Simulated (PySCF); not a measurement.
H₄Cl₂O₃Si₂, SMILES O[Si](O)(O)[SiH](Cl)Cl, PBE0/def2-SVP optimised geometry.

```
11

Si    -1.47    -0.17     0.00
Cl    -2.13     1.79     0.00
Cl    -2.00    -1.04     1.82
Si     0.87    -0.17     0.00
O      1.33     0.18     1.55
O      1.28    -1.67    -0.55
O      1.59     0.95    -0.97
H     -2.21    -0.89    -1.07
H      0.79    -0.21     2.25
H      2.21    -1.82    -0.76
H      1.72     1.82    -0.59
```

Density from PBE0/def2-TZVP run with PySCF at that geometry.

Minimum of the electron density along straight lines between bonded atoms, close to the bond critical point (lines longer than 1.1 times the sum of covalent radii, or with two minima, are not listed):

```tsv
bond	length / Å	ρ at the minimum / e bohr⁻³	∇²ρ there / e bohr⁻⁵	position (fraction from the first atom)
Si1–Cl2	2.074	0.096	0.21	0.36
Si1–Cl3	2.086	0.094	0.20	0.36
Si1–Si4	2.334	0.101	-0.18	0.64
Si4–O5	1.656	0.137	0.78	0.41
Si4–O6	1.648	0.140	0.80	0.41
Si4–O7	1.650	0.140	0.81	0.41
Si1–H8	1.486	0.125	0.12	0.49
O5–H9	0.964	0.352	-2.41	0.81
O6–H10	0.964	0.352	-2.40	0.81
O7–H11	0.962	0.353	-2.42	0.81
```
